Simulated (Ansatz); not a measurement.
Species: C$_{2}$H$_{11}$P$_{2}$Si (charge +1, singlet). It need not be the lowest isomer of its formula. 
Coordinates optimised at B3LYP-D3(BJ)/def2-TZVP (Ansatz, an electronic-structure program):
SMILES: P[Si]([PH3+])(C)C
```xyz
16

C     -1.1062    -1.3777    -1.2219
Si     0.0138    -0.5138    -0.0175
C      0.3845    -1.4323     1.5542
P      1.8288     0.4021    -0.9741
P     -1.2792     1.3110     0.7127
H     -0.5721    -2.2427    -1.6246
H     -1.3826    -0.7412    -2.0634
H     -2.0146    -1.7443    -0.7412
H      1.0010    -2.3004     1.3049
H      0.9434    -0.8264     2.2684
H     -0.5241    -1.7989     2.0346
H      1.0959     1.3344    -1.7514
H      2.0869     1.2981     0.0942
H     -2.4982     1.0522     1.3622
H     -0.6015     2.1437     1.6141
H     -1.6423     2.1818    -0.3242
```
Charge +1, spin multiplicity 1.

Total electronic energies in hartree. Cores are frozen in the correlated levels unless marked. Spin-orbit coupling is left out. Non-relativistic unless marked X2C. Basis-set limits of correlation are two-point, X^-3; Hartree-Fock from the larger set.

```tsv
level	program	energy (Eh)
RI-HF/cc-pV(T+d)Z	Ansatz	-1052.43484
PBE-D3(BJ)/def2-TZVPD	Ansatz + dftd3	-1054.29385
BLYP/def2-TZVPD	Ansatz	-1054.79565
revPBE-D3(BJ)/def2-TZVPD	Ansatz + dftd3	-1054.69613
B97M-V/def2-TZVPD	Ansatz	-1054.62432
B3LYP-D3(BJ)/def2-TZVPD	Ansatz + dftd3	-1054.96875
PBE0/6-31G*	Ansatz	-1054.26459
PBE0-D4/def2-TZVP	Ansatz + dftd4	-1054.40019
PBE0-D4/def2-TZVPD	Ansatz + dftd4	-1054.40139
PBE0/def2-QZVPP	Ansatz	-1054.42711
BHLYP-D3(BJ)/def2-TZVPD	Ansatz + dftd3	-1054.83606
r2SCANh/def2-TZVPD	Ansatz	-1054.73309
LC-wPBE-D3(BJ)/def2-TZVPD	Ansatz + dftd3	-1054.54727
B2GP-PLYP-D3(BJ)/def2-TZVPD	Ansatz + dftd3	-1054.27396
MP2/STO-3G	Ansatz	-1040.78457
MP2/6-31G	Ansatz	-1052.47157
MP2/cc-pVTZ	Ansatz	-1053.21571
RI-MP2/cc-pV(Q+d)Z	Ansatz	-1053.29250
SCS-MP2/6-31G*	Ansatz	-1052.84211
SCS-MP2/cc-pVTZ	Ansatz	-1053.23543
CCSD(T)/cc-pV(T+d)Z	Ansatz	-1053.34135
X2C-CCSD(T)/cc-pVTZ-DK	Ansatz	-1055.59256
CCSD(T)/CBS(cc-pV(T+d)Z,cc-pV(Q+d)Z)	Ansatz	-1053.4393
```

Totals of different functionals don't rank their quality; only differences between species are comparable.
